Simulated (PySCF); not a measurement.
Mayer bond orders and bond lengths

Compound: C4H15NSSi2.
SMILES with atom numbers: `[CH3:1][S:2][Si@@H:3]([SiH3:4])[NH:5][CH:6]([CH3:7])[CH3:8]` (hydrogens: H9, H10, H11 on C1; H12 on Si3; H13, H14, H15 on Si4; H16 on N5; H17 on C6; H18, H19, H20 on C7; H21, H22, H23 on C8)

Cartesian coordinates in Å at the GFN2-xTB level; atoms count from 1:
```
atom  x, y, z in Å
C1     2.848    0.724   -1.485
S2     2.665   -1.063   -1.198
Si3    1.127   -1.013    0.321
Si4    1.595    0.475    2.027
N5    -0.255   -0.439   -0.521
C6    -1.512   -0.100    0.110
C7    -2.423   -1.320    0.243
C8    -2.200    1.011   -0.682
H9     1.872    1.164   -1.663
H10    3.477    0.846   -2.360
H11    3.321    1.183   -0.620
H12    1.103   -2.435    0.697
H13    3.003    0.459    2.429
H14    1.283    1.867    1.678
H15    0.796    0.150    3.212
H16   -0.392   -0.744   -1.476
H17   -1.271    0.272    1.113
H18   -1.916   -2.105    0.799
H19   -3.340   -1.057    0.763
H20   -2.680   -1.705   -0.742
H21   -3.117    1.318   -0.186
H22   -1.543    1.873   -0.765
H23   -2.445    0.663   -1.683
```

Bond orders from the PBE0/pcSseg-1 density (PySCF). One conformer (not necessarily the lowest) at the GFN2-xTB geometry, without solvent, vibrations or thermal averaging.

**Question.** How far do the computed orders between heavy atoms stray from the drawn ones?

**Answer.** The largest departure is 0.110, at Si3–Si4 (drawn single, 0.890).

**Question.** Set the Mayer orders of the bonds beside their lengths.

**Answer.** 
```
   bond  drawn as  length (Å)  Mayer order
  C1–S2    single       1.820        0.992
 S2–Si3    single       2.163        0.976
Si3–Si4    single       2.311        0.890
 Si3–N5    single       1.717        0.982
  N5–C6    single       1.447        0.943
  C6–C7    single       1.529        1.024
  C6–C8    single       1.527        1.039
  C1–H9    single       1.086        0.942
 C1–H10    single       1.085        0.961
 C1–H11    single       1.087        0.944
Si3–H12    single       1.471        0.881
Si4–H13    single       1.464        0.941
Si4–H14    single       1.469        0.927
Si4–H15    single       1.466        0.929
 N5–H16    single       1.012        0.920
 C6–H17    single       1.096        0.923
 C7–H18    single       1.087        0.965
 C7–H19    single       1.087        0.963
 C7–H20    single       1.088        0.961
 C8–H21    single       1.087        0.963
 C8–H22    single       1.087        0.967
 C8–H23    single       1.089        0.962
```

**Question.** Sum the orders of all bonds at each heavy atom with more than one neighbour and set the sums beside the valence in the SMILES.

**Answer.** C1 3.839 (drawn 4), S2 1.968 (drawn 2), Si3 3.729 (drawn 4), Si4 3.687 (drawn 4), N5 2.845 (drawn 3), C6 3.929 (drawn 4), C7 3.913 (drawn 4), C8 3.931 (drawn 4). Orders between atoms that aren't bonded are not in these sums.

The Mayer order sums products of elements of PS (density times overlap matrix) between the two atoms' basis functions, so it depends on the basis set.

These values come from a run that also computed NMR shieldings. On Arm Neoverse N1, one thread (shared host), this took 2.1 min (grids of density and orbitals included) and 1.1 GiB of memory at its peak.
